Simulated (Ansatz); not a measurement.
Consider the atomization: `OB1OC1Br` → B• + Br• + C• + 2 H• + 2 O•.

Computed with Ansatz on PBE0-D4/def2-TZVP structures; ΔE is electronic, products minus reactants. CCSD(T)/CBS adds triple-zeta CCSD(T) − MP2 to the extrapolated MP2 energy (def2 sets, frozen cores). This one scheme is used for every species, atoms too. For atomizations the MP2-based limit and the directly extrapolated one differ by several kJ/mol either way, and by 10 to 25 for some Ge, Se and Sn compounds, so smaller differences from it don't rank the levels. Functionals use def2-TZVPP. B3LYP here is the variant with VWN-RPA as its local correlation; programs differ in this. Open shells (•) are unrestricted, without spin–orbit coupling. Spin–orbit coupling would lower the free atoms: a little for B, C, O; clearly for Br. For Br outer-core shells are correlated without core-valence functions, so the limit isn't a true one: a few kJ/mol of doubt a bond, and 10 to 20 or more in all where bonds break to atoms. Scalar relativity is left out up to krypton. One conformer a species, not always the lowest.

`OB1OC1Br`:

Z-matrix (Å, degrees):
```
C
Br 1 1.917
B 1 1.498 2 121.9
O 1 1.478 2 114.9 3 61.5
H 1 1.083 2 109.5 3 -169.6
O 3 1.332 1 156.4 2 -78.4
H 6 0.963 3 114.2 1 175.5
```

| level | ΔE (kJ/mol) | difference from CCSD(T)/CBS |
| --- | --- | --- |
| revPBE-D4 | 2865.5 | 27.5 |
| B3LYP-D4 | 2829.8 | -8.2 |
| CAM-B3LYP-D4 | 2847.0 | 9.0 |
| revPBE | 2821.8 | -16.2 |
| r2SCAN0 | 2786.8 | -51.2 |
| CCSD/def2-SVP | 2632.5 | -205.5 |
| HF/def2-TZVPP | 1932.6 | -905.4 |
| CCSD/def2-TZVPP | 2683.2 | -154.8 |
| SCS-MP2/def2-QZVPP | 2869.5 | 31.5 |
| CCSD/CBS(def2) | 2771.0 | -67.0 |
| CCSD(T)/CBS | 2838.0 | 0 |

Largest T1 diagnostic among the species: 0.014.

In def2-TZVPP, CCSD(T) changes the Hartree–Fock value by +817.6 kJ/mol (the triples alone add +67.0 kJ/mol) and MP2 by +947.8 kJ/mol; breaking electron pairs costs correlation energy, which Hartree–Fock lacks. From r2SCAN to r2SCAN0 (25 % exact exchange), in def2-TZVPP and without D4, ΔE moves by −87.2 kJ/mol: exact exchange takes away binding that semilocal exchange gives to molecules.
